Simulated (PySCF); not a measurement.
# Reading the logs of faulty runs: CFH4OSi anion

These are calculations, not measurements. The program is PySCF 2.14.0, an open-source quantum chemistry code, run on an isolated molecule that a program drew, which may never have been made. The molecule is CFH4OSi anion (charge -1, singlet), drawn as the SMILES string `OC[SiH-]F`.

Each row is a Hartree-Fock (HF) and frozen-core CCSD(T) single point in the aug-cc-pV(D+d)Z basis, meant for a local HF minimum. Run 1 is clean. Each other run has one planted mistake out of seven kinds, and not every kind appears here: one electron removed, one electron added, multiplicity raised by two, geometry at a saddle point, minimal basis STO-3G, one bond length entered in bohr, all coordinates scaled. The reference is restricted for singlets and unrestricted otherwise, and also for a bond in bohr. Adding or removing an electron swaps singlet and doublet. Electrons count all cores. HOMO and LUMO are orbital energies over both spins, the gradient is its largest component, and the lowest frequency (negative if imaginary) is given only where the gradient is small. Bond lengths are over the 7 bonds as drawn. T1 is the CCSD diagnostic: over 0.02 (restricted) or 0.045 (unrestricted) a single reference is doubtful.

Geometry of the clean run:
```xyz
8
CFH4OSi anion, angstrom
O     0.0033    2.5077    0.0485
C    -0.6033    2.0852   -1.1829
Si    0.3293    0.7022   -2.1935
F     1.8230    1.4740   -2.4163
H    -0.4903    3.2279    0.4023
H    -1.6151    1.7027   -0.9764
H    -0.7283    2.9592   -1.8377
H     0.7133   -0.1779   -0.9934
```

| run | electrons | basis functions | <S^2> | HOMO (eV) | LUMO (eV) | gradient (hartree/bohr) | lowest frequency (cm^-1) | mean bond (Å) | longest bond (Å) | T1 | HF (hartree) | CCSD(T) (hartree) | mistake |
|---|---|---|---|---|---|---|---|---|---|---|---|---|---|
| 1 | 42 | 137 | 0.000 | -2.07 | 3.62 | 9.7e-06 | 115 | 1.3946 | 1.950 | 0.0149 | -503.48313 | -504.21172 | no fault |
| 2 | 42 | 137 | 2.005 | 0.76 | 2.96 | 6.6e-02 | - | 1.3946 | 1.950 | 0.0240 | -503.41936 | -504.12156 | multiplicity raised by two |
| 3 | 41 | 137 | 0.755 | -10.80 | -0.17 | 6.5e-02 | - | 1.3946 | 1.950 | 0.0160 | -503.44887 | -504.14326 | one electron removed |
| 4 | 42 | 28 | 0.000 | 2.74 | 20.54 | 5.6e-02 | - | 1.3946 | 1.950 | 0.0085 | -497.01855 | -497.18467 | ? |
| 5 | 42 | 137 | 0.000 | -2.45 | 3.63 | 3.7e-02 | - | 1.4573 | 2.038 | 0.0158 | -503.47076 | -504.20960 | ? |

**Which mistake was planted in run 4, and what did it cost?**

It has 28 basis functions where the clean run has 137, with the same electrons and geometry. So the mistake is: minimal basis STO-3G. Subtracting run 1 and multiplying by 627.51 kcal/mol a hartree, the energy moved by 4056.6 kcal/mol in HF and 4409.5 kcal/mol in CCSD(T).

**Which mistake was planted in run 5, and what did it cost?**

The mean and the longest bond both change by the same factor, 1.045, and the gradient is no longer small. So the mistake is: all coordinates scaled. Subtracting run 1 and multiplying by 627.51 kcal/mol a hartree, the energy moved by 7.8 kcal/mol in HF and 1.3 kcal/mol in CCSD(T).

Cautions from the logs. Run 2: the HOMO is above zero, so the electron isn't bound and the energy depends on the basis; run 4: the HOMO is above zero, so the electron isn't bound and the energy depends on the basis.
